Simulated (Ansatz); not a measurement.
Basis-set series for `C[O][Zr]([NH2])([Cl])[O]C`. The species carries charge 0 and has multiplicity 1. Zr takes the def2 core potential. The structure was optimised at the PBE0-D4/def2-TZVP level. It is one conformer, not always the lowest.

| functional | basis | functions | energy (Eh) | HOMO (eV) | LUMO (eV) |
| --- | --- | --- | --- | --- | --- |
| PBE0-D4 | def2-SVP | 159 | -792.88329 | -7.12 | -0.02 |
| PBE0-D4 | def2-QZVPP | 676 | -793.41720 | -7.32 | -0.29 |
| ωB97M-V | def2-SVP | 159 | -793.13121 | -9.44 | 1.05 |
| ωB97M-V | def2-QZVPP | 676 | -793.67394 | -9.66 | 0.55 |

(1) Give the rows for def2-TZVPP. (Best estimate.)

## Answers

(1) The calculation gave: 
```json
{"functional": "PBE0-D4", "basis": "def2-TZVPP", "functions": "365", "energy (Eh)": "-793.38413", "HOMO (eV)": "-7.29", "LUMO (eV)": "-0.20"}
{"functional": "ωB97M-V", "basis": "def2-TZVPP", "functions": "365", "energy (Eh)": "-793.64225", "HOMO (eV)": "-9.62", "LUMO (eV)": "0.77"}
```

Positive LUMOs are unbound and depend on the basis.

Computed with Ansatz.
